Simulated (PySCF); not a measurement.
C5H6O2, SMILES [C@H](C#C)(C(=O)O)C. Atoms are numbered in the order given.

```xyz
13

C     -0.9905    -2.1665    -1.0995
C     -0.8105    -1.0398    -0.6958
C     -0.5773     0.3366    -0.2476
C     -0.3169     1.2974    -1.4143
C      0.5685     0.3858     0.7698
O      1.5789     1.0257     0.6381
O      0.3036    -0.3620     1.8536
H     -1.1537    -3.1679    -1.4500
H     -1.4768     0.6610     0.3085
H     -0.1752     2.3211    -1.0406
H     -1.1646     1.2817    -2.1133
H      0.5937     1.0037    -1.9544
H      1.0758    -0.2915     2.4410
```

Geometry: B3LYP-D3(BJ)/def2-SVP. One conformer was computed; it need not be the lowest.

Two levels are set side by side: PBE/pcSseg-1 (PySCF) and HF/pcSseg-1 (PySCF). GIAO shifts against H2O (¹⁷O), TMS (¹H), TMS (¹³C) at the same level; non-relativistic, no solvent, atoms listed together averaged. Differences are taken from unrounded values.

| quantity | PBE |
|---|---|
| δ(¹³C) of C1 (ppm) | 75.5 |
| δ(¹³C) of C2 (ppm) | 86.2 |
| δ(¹³C) of C3 (ppm) | 35.6 |
| δ(¹³C) of C4 (ppm) | 21.3 |
| δ(¹³C) of C5 (ppm) | 174.1 |
| δ(¹⁷O) of O6 (ppm) | 436.5 |
| δ(¹⁷O) of O7 (ppm) | 228.3 |
| δ(¹H) of H8 (ppm) | 2.17 |
| δ(¹H) of H9 (ppm) | 3.69 |
| δ(¹H) of H13 (ppm) | 6.03 |

These are the PBE values. What does HF give? (The exact figures need the calculation; the answer reports its results.)


```csv
quantity,HF,PBE minus HF
δ(¹³C) of C1 (ppm),83.5,-8.0
δ(¹³C) of C2 (ppm),83.7,2.5
δ(¹³C) of C3 (ppm),28.9,6.7
δ(¹³C) of C4 (ppm),20.3,1.0
δ(¹³C) of C5 (ppm),180.5,-6.4
δ(¹⁷O) of O6 (ppm),428.3,8.2
δ(¹⁷O) of O7 (ppm),180.8,47.5
δ(¹H) of H8 (ppm),2.97,-0.80
δ(¹H) of H9 (ppm),3.13,0.56
δ(¹H) of H13 (ppm),6.41,-0.38
```

Rough cost on one machine, each run with all the roots and properties that it gave: HF against PBE within a factor of 2.
